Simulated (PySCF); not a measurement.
A structure optimised at PBE0-D3(BJ)/def2-SVP, used in a PySCF frequency run:

```xyz
9

F     -1.9067    -1.5060     0.5944
C     -1.3372    -0.3023     0.8360
F     -1.9966     0.6259     0.1091
C      0.1117    -0.3445     0.4760
C      0.6508     0.5166    -0.3835
Cl     2.3115     0.5056    -0.8174
H     -1.4941    -0.0695     1.9058
H      0.7112    -1.1191     0.9618
H      0.0644     1.2965    -0.8741
```

### Question
Write its SMILES and formula.

### Answer
FC(F)/C=C/Cl, C₃H₃ClF₂

### Question
What are its rotational constants (standard atomic weights)?

### Answer
8.4386, 1.1762, 1.0707 GHz
